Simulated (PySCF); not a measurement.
A calculated (r2SCAN0, PySCF 2.14, dyall-acv3z, the spin-free X2C one-electron Hamiltonian (Gaussian nucleus)) atom or ion has these occupied shells.

```csv
shell,electrons,orbital energy (eV),"rms radius, mean of both spins (bohr)"
1s α,1,-190.41,0.382
1s β,1,-189.12,0.382
2s α,1,-12.869,2.08
2p α,2,-6.302,2.37
```

Name the element and its charge.

B (boron, neutral), in [He] 2s1 2p2, high-spin 4P determinant (an excited configuration).
